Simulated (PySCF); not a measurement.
# V: ionisation energy

V [Ar] 3d3 4s2 (4F) → V+ [Ar] 3d4 (5D), as a difference of total energies. Calculation: PySCF 2.14, in cc-pVTZ (7s6p4d2f1g, 68 functions); no relativity, point nucleus. Correlated levels: valence: [Ar] frozen. The calculations carry no spin-orbit coupling.

Question: Order these methods by the ionisation energy they give, lowest first.
A. M06-L
B. UHF
C. SCS-MP2 (valence)
D. PBE

Answer: B (5.911 eV), D (6.117 eV), A (6.161 eV), C (6.773 eV).

These non-relativistic numbers lack the scalar-relativistic shift.

Errors of the correlated levels include the incompleteness of this basis and the frozen core.

For comparison: 6.732 eV (measured; NIST levels, between the centres of gravity of the two terms).
